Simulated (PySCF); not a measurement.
## A survey of 29Si NMR shifts

- coordinates at the GFN2-xTB level
- NMR shieldings at PBE0/pcSseg-1/GIAO
- run in PySCF 2.14.0 with density-fitted response routines
- no solvent model, relativity neglected, equivalent nuclei averaged, a single conformation

Shieldings were converted by a linear fit to measured shifts: 29Si: δ = 279.94 − 0.822σ (rms 8.9 ppm, 72 shifts, 25.8 ppm with the 6 outliers that the fit left out vs TMS, solution or neat liquid). Occasional misses reach two or three times the rms, and more in compound classes unlike the fitted ones.

Problem. Give the 29Si shifts of `O[Si@H]1O[SiH2]C2(CC2)O1`, `CCN[Si@@H](O)NC`, `CC(C)[Si](N)(N)O`, `C=CO[Si@@](O)([SiH3])C=O`, `F[SiH2][SiH2]CCl`, `CCO[Si@H](N)NC`.

Solution. 
```json
{"compound": "[OH:1][Si@H:2]1[O:3][SiH2:4][C:5]2([CH2:6][CH2:7]2)[O:8]1", "environment": "Si4: silicon bonded to C, O, 2 H, in a 5-membered ring", "δ (ppm)": "-18.6"}
{"compound": "[OH:1][Si@H:2]1[O:3][SiH2:4][C:5]2([CH2:6][CH2:7]2)[O:8]1", "environment": "Si2: silicon bonded to 3 O, H, in a 5-membered ring", "δ (ppm)": "-44.4"}
{"compound": "CCN[Si@@H](O)NC", "environment": "silicon bonded to 2 N, O, H", "δ (ppm)": "-38.6"}
{"compound": "CC(C)[Si](N)(N)O", "environment": "silicon bonded to C, 2 N, O", "δ (ppm)": "-23.2"}
{"compound": "[CH2:1]=[CH:2][O:3][Si@@:4]([OH:5])([SiH3:6])[CH:7]=[O:8]", "environment": "Si4: silicon bonded to C, 2 O, Si", "δ (ppm)": "-43.6"}
{"compound": "[CH2:1]=[CH:2][O:3][Si@@:4]([OH:5])([SiH3:6])[CH:7]=[O:8]", "environment": "Si6: silicon bonded to Si, 3 H", "δ (ppm)": "-110.9"}
{"compound": "[F:1][SiH2:2][SiH2:3][CH2:4][Cl:5]", "environment": "Si2: silicon bonded to F, Si, 2 H", "δ (ppm)": "-1.3"}
{"compound": "[F:1][SiH2:2][SiH2:3][CH2:4][Cl:5]", "environment": "Si3: silicon bonded to C, Si, 2 H", "δ (ppm)": "-63.7"}
{"compound": "CCO[Si@H](N)NC", "environment": "silicon bonded to 2 N, O, H", "δ (ppm)": "-41.1"}
```
